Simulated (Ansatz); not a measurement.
`FC(F)(F)Sc1ccc(Sc2ccc(Sc3ccc(C(F)(F)F)cc3)cc2)cc1`. Charge 0, multiplicity 1. Geometry PBE-D4/def2-SVP, basis def2-TZVP, Ansatz.

```tsv
run	HOMO (eV)	LUMO (eV)
A	-5.31	-2.40
B	-5.68	-2.49
C	-7.27	-0.82
D	-6.46	-1.80
E	-5.49	-2.59
F	-5.41	-2.49
```

Single mean-field runs in def2-TZVP are fitted with def2-universal-jkfit.

Question: The runs used BHLYP, BLYP, PBE, PBE0, r2SCAN, revPBE. Estimate which is which.

Answer: A BLYP (0 % exact exchange); B r2SCAN (0 % exact exchange); C BHLYP (50 % exact exchange); D PBE0 (25 % exact exchange); E PBE (0 % exact exchange); F revPBE (0 % exact exchange). Exact exchange lowers occupied and raises empty levels; among semilocal functionals meta-GGAs tend to open the gap a little, and such runs are hard to tell apart. The gap grows from 2.90 eV (PBE) to 6.45 eV (BHLYP).
